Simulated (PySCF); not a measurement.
SMILES C(OC)[SiH2]SC (GFN2-xTB optimised geometry):

```
16

C      3.031    -1.640     0.008
O      1.642    -1.428     0.008
C      1.287    -0.062     0.000
Si    -0.607    -0.062     0.000
S     -1.238     1.987     0.000
C     -3.041     1.734    -0.009
H      3.498    -1.198     0.898
H      3.497    -1.204    -0.885
H      3.186    -2.717     0.011
H      1.705     0.437    -0.886
H      1.705     0.448     0.879
H     -1.133    -0.703    -1.204
H     -1.133    -0.705     1.203
H     -3.498     2.717    -0.014
H     -3.325     1.184    -0.900
H     -3.335     1.189     0.882
```

Method: PySCF 2.14.0 with PBE/def2-TZVP.

**Question.** What are the frontier orbital energies and the dipole moment?

**Answer.** HOMO-2 -7.11 eV, HOMO-1 -6.06 eV, HOMO -5.49 eV, LUMO -0.61 eV, LUMO+1 -0.27 eV; dipole moment 0.34 D.

Meta-Löwdin charges at PBE/def2-TZVP: C1 -0.14, O2 -0.36, C3 -0.24, Si4 0.57, S5 -0.19, C6 -0.40, H7 0.10, H8 0.10, H9 0.13, H10 0.11, H11 0.11, H12 -0.09, H13 -0.09, H14 0.15, H15 0.13, H16 0.13.
